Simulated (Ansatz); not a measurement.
```yaml
crystal:
  periodic: [false, false, false]
  atoms:
    - {symbol: Br, position_ang: [-1.936116, 0.385773, -0.916241]}
    - {symbol: Sn, position_ang: [0.084590, 0.086133, 0.130498]}
    - {symbol: Br, position_ang: [1.278203, -1.669086, -1.114156]}
    - {symbol: H, position_ang: [-0.231893, -0.548624, 1.832934]}
    - {symbol: H, position_ang: [0.840977, 1.539605, 0.267889]}
basis:
  gaussian: {orbitals: STO-3G}
magnetization: {spin_polarized: true, initial_magnetization: 0}
hamiltonian: {xc: {name: PBE1PBE}, dispersion: d4}
output: {forces: true}
```

```sh
$ ansatz run in.yaml --threads 4 --pin off --events-out ev --progress --plain --max-ram 10444MiB
```

Q: How does Ansatz answer? (Best estimate.)

A: Computed: The program refused the input.
```
Error: YAML parse error: error: line 12 column 19: hamiltonian.xc: no functional is named "PBE1PBE"; the names, which are not case-sensitive, are SVWN5, SPW92, PBE, PBE0, PBEsol, revPBE, revPBE0, RPBE, rPW86-PBE, HSE06, wPBEh, LC-wPBE, HISS, HF, BLYP, B3LYP, B3LYP5, BHLYP, CAM-B3LYP, r2SCAN, r2SCANh, r2SCAN0, r2SCAN50, m-r2SCAN, B97, wB97, wB97X, wB97X-V, B97M-V, wB97M-V, B2PLYP, B2GP-PLYP, PBE0-DH, PBE-QIDH
10 |   gaussian: {orbitals: STO-3G}
11 | magnetization: {spin_polarized: true, initial_magnetization: 0}
12 | hamiltonian: {xc: {name: PBE1PBE}, dispersion: d4}
13 | output: {forces: true}
```

HSE06 is defined as in plane-wave codes.
